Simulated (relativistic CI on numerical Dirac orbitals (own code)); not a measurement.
**One change at a time: Mo40+**

Base calculation: Dirac-Coulomb-Breit CI, orbitals from a KLI potential per configuration, model QED (radiative potential, 1s self-energy scaled to tabulated hydrogen-like ionisation energies), unscaled Slater integrals.

CI space: 1s², 1s2s, 1s2p, 1s3s, 1s3p, 1s3d, 1s4s, 1s4p, 1s4d, 1s4f, 1s5s, 1s5p, 1s5d, 1s5f, 1s5g, 1s6s, 1s6p, 1s6d. Levels of other configurations are missing.

The lowest level and the first level of each name with at least 55 % of one term (blank where a level has no safe partner in the second run):

| Level | Base (eV) | Shift (eV) |
| --- | --- | --- |
| 1s² ¹S0 | 0.0 | 0.0 |
| 1s2s ³S1 | 17848.2 | +1.8 |
| 1s2p ³P°0 | 17903.6 | +1.9 |
| 1s2p ³P°1 | 17905.1 | +1.9 |
| 1s2s ¹S0 | 17906.7 | +1.8 |
| 1s2p ³P°2 | 18033.6 | +1.9 |
| 1s2p ¹P°1 | 18061.0 | +1.9 |
| 1s3s ³S1 | 21187.0 | +2.1 |
| 1s3p ³P°0 | 21202.3 | +2.1 |
| 1s3s ¹S0 | 21202.7 | +2.1 |
| 1s3p ³P°1 | 21202.7 | +2.1 |
| 1s3p ³P°2 | 21240.9 | +2.1 |
| 1s3d ³D2 | 21247.7 | +2.1 |
| 1s3d ³D1 | 21248.3 | +2.1 |
| 1s3p ¹P°1 | 21248.6 | +2.1 |
| 1s3d ³D3 | 21260.5 | +2.1 |
| 1s3d ¹D2 | 21261.3 | +2.1 |
| 1s4s ³S1 | 22343.5 | +2.4 |
| 1s4p ³P°0 | 22349.7 | +2.4 |
| 1s4s ¹S0 | 22349.8 | +2.4 |
| 1s4p ³P°1 | 22349.9 | +2.4 |
| 1s4p ³P°2 | 22366.0 | +2.4 |

At this charge energies of transitions that change n are usually good to better than 1 %, and those within a shell (Δn = 0) to a few per cent.

Task: One thing was changed in a second run, which moved the levels as shown. Which?
A. non-relativistic limit
B. Breit term removed
C. configuration mixing switched off
D. QED terms removed
E. P86 correlation estimate

Result: E. P86 correlation estimate. A correlation estimate moves all levels of a configuration together before mixing; mixed levels move by a weighted share.

LS names give the leading component of a level, which can be under half, so a name can repeat, a term be missing and a line seem to break the LS rules.
